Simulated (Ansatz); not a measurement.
Basis sets compared for B₃P₃H₁₂, a cluster cut from wurtzite BP (hydrogen-capped). Total charge 0; singlet. Geometry r2SCAN-D4/def2-SVP. Ansatz on 4 threads of Arm Neoverse V2 on a shared host; times are rough, and most runs start from earlier orbitals.

```xyz
18

P     1.689    0.637   -0.296
B     1.269   -0.032    1.484
P    -0.240   -1.252    1.312
B     0.238    1.373   -1.368
P    -1.210    0.070   -1.370
B    -1.814   -0.639    0.341
H     2.704    1.619   -0.180
H     2.403   -0.342   -1.038
H     2.228   -0.582    1.988
H     0.846    0.928    2.104
H     0.195   -2.507    0.806
H    -0.641   -1.657    2.608
H     0.606    1.628   -2.497
H    -0.182    2.329   -0.739
H    -0.917   -0.992   -2.269
H    -2.322    0.634   -2.041
H    -2.231    0.321    0.965
H    -2.618   -1.537    0.190
```

Binding counts from free atoms (P quartet, B doublet, H doublet) in the same basis, without a counterpoise term.

```json
{"level": "PBE-D4/def2-SVP", "functions": "156", "energy (Eh)": "-1104.8864", "HOMO (eV)": "-6.81", "LUMO (eV)": "-1.11", "binding per atom (eV)": "3.32", "wall time": "2 s"}
{"level": "PBE-D4/def2-TZVP", "functions": "276", "energy (Eh)": "-1105.3279", "HOMO (eV)": "-6.90", "LUMO (eV)": "-1.47", "binding per atom (eV)": "3.32", "wall time": "3.4 s"}
{"level": "BLYP-D4/def2-TZVP (with forces)", "functions": "276", "energy (Eh)": "-1105.8808", "HOMO (eV)": "-6.79", "LUMO (eV)": "-1.35", "binding per atom (eV)": "3.27", "wall time": "5 s"}
{"level": "PBE0-D4/def2-SVP", "functions": "156", "energy (Eh)": "-1105.0190", "HOMO (eV)": "-8.03", "LUMO (eV)": "-0.29", "binding per atom (eV)": "3.30", "wall time": "2.7 s"}
{"level": "PBE0-D4/def2-TZVP", "functions": "276", "energy (Eh)": "-1105.4526", "HOMO (eV)": "-8.05", "LUMO (eV)": "-0.65", "binding per atom (eV)": "3.30", "wall time": "6.5 s"}
```

(1) Estimate the rows for PBE-D4/def2-TZVPD, BLYP-D4/def2-TZVPD, PBE0-D4/def2-TZVPD.

## Answers

(1) 
```tsv
level	functions	energy (Eh)	HOMO (eV)	LUMO (eV)	binding per atom (eV)	wall time
PBE-D4/def2-TZVPD	348	-1105.3288	-6.90	-1.58	3.32	7 s
BLYP-D4/def2-TZVPD	348	-1105.8819	-6.80	-1.47	3.27	7.5 s
PBE0-D4/def2-TZVPD	348	-1105.4533	-8.06	-0.81	3.30	10 s
```
